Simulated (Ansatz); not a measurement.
Basis sets compared for TlCl₂. Total charge 0; doublet. Geometry r2SCAN-D4/def2-TZVP. Ansatz on 4 threads of Arm Neoverse V2 on a shared host; times are rough, and most runs start from earlier orbitals.

```xyz
3

Tl   -0.489    0.112   -0.511
Cl   -0.342   -2.201    0.346
Cl    0.832    2.089    0.164
```

In the def2 sets Tl takes a core potential; there is no spin–orbit coupling. The structure comes from a short search, and lower isomers may exist.

Binding counts from free atoms (Tl doublet, Cl doublet) in the same basis, without a counterpoise term.

| level | functions | energy (Eh) | HOMO (eV) | LUMO (eV) | binding per atom (eV) | wall time |
| --- | --- | --- | --- | --- | --- | --- |
| PBE-D4/def2-SVP | 62 | -1092.3432 | -6.26 | -5.64 | 1.99 | 0.6 s |
| PBE-D4/def2-TZVP | 124 | -1092.6724 | -6.46 | -5.83 | 2.00 | 1.2 s |
| r2SCAN-D4/def2-TZVP | 124 | -1093.0272 | -6.83 | -5.76 | 1.95 | 3.4 s |
| PBE0-D4/def2-SVP | 62 | -1092.3789 | -7.38 | -4.94 | 1.88 | 0.9 s |
| PBE0-D4/def2-TZVP | 124 | -1092.7025 | -7.54 | -5.10 | 1.90 | 2.6 s |

Estimate the rows for PBE-D4/def2-TZVPD, r2SCAN-D4/def2-TZVPD, PBE0-D4/def2-TZVPD.


```tsv
level	functions	energy (Eh)	HOMO (eV)	LUMO (eV)	binding per atom (eV)	wall time
PBE-D4/def2-TZVPD	148	-1092.6740	-6.52	-5.89	2.00	1.9 s
r2SCAN-D4/def2-TZVPD	148	-1093.0283	-6.87	-5.79	1.95	4.4 s
PBE0-D4/def2-TZVPD	148	-1092.7038	-7.58	-5.14	1.90	2.5 s
```
